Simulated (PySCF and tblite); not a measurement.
The numbers below are computed, except where a source is named.
C6H8O2, numbered as in [O:1]=[CH:2][C:3]1=[CH:4][O:5][CH2:6][CH2:7][CH2:8]1.

The ensemble was built from 90 distance-geometry starts (ETKDG, MMFF94s, GFN2-xTB) and rests on GFN2-xTB geometries. Weights use CAM-B3LYP-D3(BJ)/pcSseg-1 (IEF-PCM, tetrahydrofuran) energies plus GFN2-xTB zero-point and thermal terms (modes under about 100 cm⁻¹ blended into free rotors). Symmetry numbers and mirror images are counted. Conformers within 2.5 kcal/mol (GFN2-xTB free energy) were kept, 3 at most. Programs: PySCF with density fitting and tblite.

Torsions listed: O1–C2–C3–C8. The 6-ring runs over atoms 3–4–5–6–7–8. Of a mirror pair one member is shown.

```
conformer                                                            shape   symmetry
        1    6-ring envelope (ring torsions -6, 37, -60, 49, -21, -3°); 0°  C1 (pair)
        2  6-ring envelope (ring torsions -6, 37, -60, 49, -20, -3°); 179°  C1 (pair)
```

(1) Which of these conformers is the most populated at 298.15 K, and with what share?

(2) Give the DFT energies and free energies relative to the lowest, and all weights.

(3) How does its share change from 250 K to 350 K?

Answers

(1) Conformer 1, about 99 %.

(2) 
```
conformer                                                            shape  E(DFT) kcal/mol  G(298.15 K) kcal/mol  weight %
        1    6-ring envelope (ring torsions -6, 37, -60, 49, -21, -3°); 0°             0.00                  0.00      98.7
        2  6-ring envelope (ring torsions -6, 37, -60, 49, -20, -3°); 179°             2.56                  2.56       1.3
```

(3) From 99 % to 98 %; the mixing entropy goes from 1.45 to 1.61 cal/(mol K).


Conformer gaps in pcSseg-1 on xTB geometries can be 2 kcal/mol off for S=O, P=O and other polar bonds.